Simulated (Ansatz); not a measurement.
`[CH3][Zn][Se]C`, charge 0, multiplicity 1.

Give a relaxed structure at PBE0-D4/def2-TZVP (Ansatz 0.2.0). (An estimate is asked.)

Computed: 
Cartesian coordinates in Å:
```
C 1.258 -0.377 2.139
Zn 0.734 0.433 0.456
Se 0.125 1.403 -1.535
C -1.344 0.193 -2.034
H 0.559 -1.170 2.414
H 2.257 -0.810 2.065
H 1.261 0.368 2.938
H -2.140 0.220 -1.293
H -0.982 -0.824 -2.168
H -1.728 0.563 -2.983
```
This is one stationary point; other conformers may exist.
